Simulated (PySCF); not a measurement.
BH₂, charge +1. Atoms are numbered in the order given.

```xyz
3

B      0.0000     0.0000     0.0000
H      0.0000     0.0000    -1.1774
H      0.0000     0.0000     1.1774
```
Charge +1, spin multiplicity 1.

The structure is a stationary point at r2SCAN-D4/def2-TZVPD.

Calculation: PySCF with PBE/pcSseg-2.

GIAO shieldings, no solvent; atoms alike by connectivity are averaged. δ = σ(ref) − σ: ¹¹B against BF3 (σ = 83.1 ppm); ¹H against TMS (σ = 31.47 ppm), references at their B3LYP-D3(BJ)/def2-TZVP geometries, non-relativistic.

Computed chemical shifts:
```tsv
nucleus	atoms	count	δ (ppm)
¹¹B	B1	1	93.9
¹H	H2, H3	2	4.79
```
